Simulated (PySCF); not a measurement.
A structure optimised at ωB97X-D3(BJ)/def2-TZVPD, used in a PySCF frequency run:

```xyz
5

Ge     0.0000     0.0000     0.0000
H      0.8845    -0.8845    -0.8845
H     -0.8845    -0.8845     0.8845
H     -0.8845     0.8845    -0.8845
H      0.8845     0.8845     0.8845
```

Q: Write its SMILES, formula and point group.

A: [GeH4], GeH4, Td

Q: What are its rotational constants (standard atomic weights)?

A: 80.112, 80.112, 80.112 GHz
